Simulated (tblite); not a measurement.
Species: C₈H₁₃N.
Atom-mapped SMILES: `[CH:1]#[C:2][CH2:3]/[C:4](=[N:5]\[CH3:6])[CH:7]([CH3:8])[CH3:9]` (hydrogens: H10 on C1; H11, H12 on C3; H13, H14, H15 on C6; H16 on C7; H17, H18, H19 on C8; H20, H21, H22 on C9)

Structure optimised with GFN2-xTB, isolated species.

(1) What internal coordinates does the optimisation give?

Answers

(1) 
| bond | length (Å) |
| --- | --- |
| C1≡C2 | 1.197 |
| C2–C3 | 1.449 |
| C3–C4 | 1.522 |
| C4=N5 | 1.258 |
| N5–C6 | 1.435 |
| C4–C7 | 1.507 |
| C7–C8, C7–C9 | 1.530 |
| C1–H10 | 1.049 |
| C3–H11, C3–H12 | 1.093 |
| C6–H13, C6–H14, C6–H15 | 1.092 |
| C7–H16 | 1.094 |
| C8–H17 and 5 like bonds | 1.088 |

Bonds in one row agree within 0.01 Å and their mean is given. A selection of angles:
| angle | degrees |
| --- | --- |
| C1–C2–C3 | 178.0 |
| C2–C3–C4 | 109.6 |
| C3–C4–N5 | 125.2 |
| C3–C4–C7 | 117.5 |
| N5–C4–C7 | 117.3 |
| C4–N5–C6 | 122.6 |
| C4–C7–C8 | 111.2 |
| C8–C7–C9 | 111.2 |

Dihedral angles: C2–C3–C4–N5 -76° (synclinal); C3–C4–N5–C6 0° (synperiplanar); C3–C4–C7–C8 66° (synclinal). The mirror-image conformer, all signs reversed, is as good.

The C–N distances run from 1.258 Å (C4=N5, drawn double) to 1.435 Å (N5–C6, drawn single), a spread of 0.177 Å. Of the pairs four or more bonds apart, C2···H14 is among the closest relative to their van der Waals radii: 2.61 Å, 90 % of the sum of Bondi's values. The C–C distances run from 1.197 Å (C1≡C2, drawn triple) to 1.530 Å (C7–C8, drawn single), a spread of 0.333 Å.

Point group: C1 (no symmetry element, even within 0.4 Å). Its GFN2-xTB frequencies are all real (lowest 46 cm⁻¹). One conformer, not necessarily the lowest. 3 starts were optimised and ended at 0.00, 0.64 and 0.65 kcal/mol (GFN2-xTB); the lowest of these is shown.

Hardware: Arm Neoverse N1, one thread (shared host). Cost: 2.4 s of wall time. This is the geometry optimisation.

All values are computed, not measured.
